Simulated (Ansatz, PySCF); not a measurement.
Br$_{2}$Mg (SMILES [Br][Mg][Br]), singlet, at a GFN2-xTB geometry (such geometries of metal compounds can be far from the true shape). Base run: CASSCF(6,5)/6-31G run with PySCF.

PySCF was given this input:
```python
from pyscf import gto, scf, mcscf
import numpy

mol = gto.Mole()
mol.atom = '''
    Mg    0.712707    0.026570   -0.069128
    Br   -0.317207    1.719876   -1.336080
    Br    0.072851   -1.728985    1.359781
'''
mol.basis = '6-31g'
mol.charge = 0
mol.spin = 0
mol.verbose = 3
mol.build()

mf = scf.RHF(mol)
mf.kernel()
mc = mcscf.CASSCF(mf, 5, 6)
mc.fix_spin_(ss=0.0)
mc.kernel()
occ = numpy.linalg.eigvalsh(mc.fcisolver.make_rdm1(mc.ci, mc.ncas, mc.nelecas))[::-1]
ss = mc.fcisolver.spin_square(mc.ci, mc.ncas, mc.nelecas)[0]
print('natural occupations', occ.round(4), ' <S^2>', round(ss, 4))
```

Programs used: Ansatz (a program for electronic structure), PySCF; a row that names a program was run with it.

Variants of this job, named by their change:

```json
[
 {"change": "base", "ΔE vs base (mEh)": "0.000", "natural occupations": "2.00 1.99 1.98 0.02 0.01", "<S^2> of the state": "0.00", "outcome": "converged"},
 {"change": "active space = 2 electrons, 3 orbitals", "ΔE vs base (mEh)": "9.174", "natural occupations": "1.99 0.01 0.00", "<S^2> of the state": "0.00", "outcome": "converged"},
 {"change": "active space = 6 electrons, 6 orbitals", "ΔE vs base (mEh)": "-11.135", "natural occupations": "1.99 1.99 1.98 0.02 0.01 0.01", "<S^2> of the state": "0.00", "outcome": "converged"},
 {"change": "code = ansatz; correction = SC-NEVPT2, all electrons", "ΔE vs base (mEh)": "-456.3", "natural occupations": "-", "<S^2> of the state": "-", "outcome": "converged"},
 {"change": "correction = SC-NEVPT2", "ΔE vs base (mEh)": "-385.0", "natural occupations": "2.00 1.99 1.98 0.02 0.01", "<S^2> of the state": "0.00", "outcome": "converged"},
 {"change": "conv_tol = 1e-5", "ΔE vs base (mEh)": "0.749", "natural occupations": "2.00 1.99 1.98 0.02 0.01", "<S^2> of the state": "0.00", "outcome": "converged"},
 {"change": "orbitals = fixed (CASCI); correction = SC-NEVPT2", "ΔE vs base (mEh)": "-383.5", "natural occupations": "2.00 2.00 2.00 0.00 0.00", "<S^2> of the state": "0.00", "outcome": "converged"},
 {"change": "active space = 4 electrons, 4 orbitals", "ΔE vs base (mEh)": "0.764", "natural occupations": "1.99 1.98 0.02 0.01", "<S^2> of the state": "0.00", "outcome": "converged"},
 {"change": "state_average = 2 states", "ΔE vs base (mEh)": "-", "natural occupations": "-", "<S^2> of the state": "-", "outcome": "not converged"},
 {"change": "code = ansatz", "ΔE vs base (mEh)": "-7.507", "natural occupations": "-", "<S^2> of the state": "-", "outcome": "converged"},
 {"change": "solver = newton", "ΔE vs base (mEh)": "0.000", "natural occupations": "2.00 1.99 1.98 0.02 0.01", "<S^2> of the state": "0.00", "outcome": "converged"}
]
```

Active orbitals are taken around the Fermi level unless the row says otherwise; CASSCF can end in different local minima, and two programs can end on different orbitals. State-averaged rows give the lowest state.
